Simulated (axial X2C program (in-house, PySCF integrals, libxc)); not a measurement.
Ionising ICl

Calculated with an in-house relativistic program for diatomic molecules, spin-free (one-electron X2C) or two-component (2c: spin–orbit coupling with atomic mean-field Coulomb and Gaunt terms, which also bring small scalar terms), in Dyall basis sets with cores contracted in-house; open shells are unrestricted.

Basis sets: Cl dyall-av3z, I dyall-cv3z. Frozen shells (counts by l): ICl I 4s3p2d, Cl 2s1p, 14 electrons correlated; ICl⁺ I 4s3p2d, Cl 2s1p, 13 electrons correlated. Coupled cluster in natural virtuals with an MP2 remainder. Where the outer core of a metal is frozen, bonds come out longer and ionisation energies lower.

```tsv
Hamiltonian	level	ICl state	Re (Å)	ωe (cm⁻¹)	De (eV)
spin-free	PBE0	M_S = 0, Λ = 0	2.317	400.8	2.40
spin-free	CCSD(T)	M_S = 0, Λ = 0	2.343	383.2	2.24
2c	PBE0	Ω = 0	2.328	388.8	2.19
```

Adiabatic ionisation energy (minimum to minimum, no zero-point term) and constants of ICl⁺:

```
Hamiltonian    level        ICl⁺ state  IE (eV)  Re (Å)  ωe (cm⁻¹)  De (eV)  fragments
  spin-free     PBE0  M_S = 1/2, Λ = 1    10.16   2.232      457.3     2.78    I+ + Cl
  spin-free  CCSD(T)  M_S = 1/2, Λ = 1    10.15   2.255      436.3     2.40    I+ + Cl
         2c     PBE0           Ω = 3/2     9.88   2.241      447.7     2.69    I+ + Cl
```

Task: Add the zero-point terms to the ionisation energy at PBE0, 2c, and say whether the electron removed was bonding.

Result: IE0 = IE + (ωe⁺ − ωe)/2 = 9.88 + (0.004) = 9.88 eV. Re changes by -0.087 Å, so the bond shortens, as on loss of an antibonding or a polarising non-bonding electron.

Task: Close the cycle De(ICl⁺) + IE(ICl) = De(ICl) + IE(I) to find the atomic ionisation energy at PBE0, 2c.

Result: IE(I) = 2.69 + 9.88 − 2.19 = 10.38 eV, for the determinants used.

Each entry is the lowest single determinant of a limited PBE0 search at one distance. De goes to single-determinant-based atoms at the same level (for ions the charge split of lowest energy) and is withheld (n/a) where an atom does not fit its ground term or J level. Main or longest-lived isotopes. One determinant is a doubtful description, or other states lie close, for ICl⁺; these need not be ground states, and all values refer to the states named. Some light 2c atoms are not at their ground J level, so De misses part of their lowering (0.04 eV or less). The functionals have no current term, which raises determinants with orbital currents.
